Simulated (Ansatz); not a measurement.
Two isomers of C3H8AlN: A = `[NH2][AlH][CH]1CC1`, B = `C[N]1C[CH2][AlH]1`.

Calculated with Ansatz (gas phase, PBE0-D4/def2-TZVP geometries, no zero-point term in ΔE). CCSD(T)/CBS adds triple-zeta CCSD(T) − MP2 to the extrapolated MP2 energy (def2 sets, frozen cores). DFT in def2-TZVPP. B3LYP here is the variant with VWN-RPA as its local correlation; programs differ in this. One conformer a species, not always the lowest.

(1) Which isomer does CCSD(T)/CBS put lower? Give the gap. (Best estimate.)

(2) Give E(B) − E(A) in kJ/mol with B2PLYP, B3LYP, ωB97M-V, PBE0-D4, B3LYP-D4, HF/def2-TZVPP, PBE-D4. (Best estimate.)

Largest T1 diagnostic: 0.013.

## Answers

(1) The calculation gave: A, by 39.7 kJ/mol.

(2) The calculation gave: B2PLYP 37.1, B3LYP 36.5, ωB97M-V 39.0, PBE0-D4 33.3, B3LYP-D4 33.6, HF/def2-TZVPP 48.5, PBE-D4 28.6. None reverses the order clearly.

From PBE to PBE0 (25 % exact exchange), in def2-TZVPP and without D4, E(B) − E(A) moves by +4.3 kJ/mol. In def2-TZVPP, CCSD(T) changes the Hartree–Fock value by −11.9 kJ/mol (the triples alone add −2.7 kJ/mol) and MP2 by −6.6 kJ/mol.
